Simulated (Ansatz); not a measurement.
Spectroscopic constants of RuH+, multiplicity 3 (an upper state: multiplicity 5 came lower at CCSD(T)/def2-TZVPP on PBE0 minima). No spin–orbit coupling.

The constants come from a fifth-degree fit in 1/R (seven points, main isotopes). Runs in def2 and cc sets follow the lowest solution found near the PBE0 minimum.

Run with Ansatz (a quantum-chemistry and plane-wave program).  In def2 rows elements past Kr take small-core potentials, without spin–orbit coupling.

Q: What bond length and harmonic frequency does PBE/def2-TZVPP give?

A: r_e = 1.546 Å, ω_e = 2133 cm⁻¹.

Q: What bond length and harmonic frequency does PBE0/def2-TZVPP give?

A: r_e = 1.534 Å, ω_e = 2174 cm⁻¹.

Q: What bond length and harmonic frequency does wB97X-V/def2-TZVPP give?

A: r_e = 1.530 Å, ω_e = 2226 cm⁻¹.
